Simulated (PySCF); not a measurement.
# Finite-field polarisability of Ar (argon, neutral)

[Ar], closed-shell 1S. All numbers are calculated (PySCF 2.14, the spin-free X2C one-electron Hamiltonian (Gaussian nucleus), in aug-cc-pVTZ-DK (6s5p3d2f, 50 functions)). Frozen: [Ne]. Energy changes in a uniform field (μhartree):

```
axis  F (au)        HF       MP2      CCSD   CCSD(T)
   x  0.0044  -101.185  -104.864  -104.430  -105.129
   x  0.0088  -404.828  -419.559  -417.823  -420.622
```

Q: Derive α along x at CCSD(T) from the two fields.

A: With ΔE = −αF²/2 − γF⁴/24, α = −(16 ΔE(F) − ΔE(2F))/(6F²) = 10.86 bohr³.

Q: And the mean polarisability at each level?

A: HF 10.45, MP2 10.83, CCSD 10.79, CCSD(T) 10.86 bohr³. Reference: 11.083 ± 0.007 bohr³ (recommended; Schwerdtfeger and Nagle, table of static dipole polarizabilities (2023 update)).
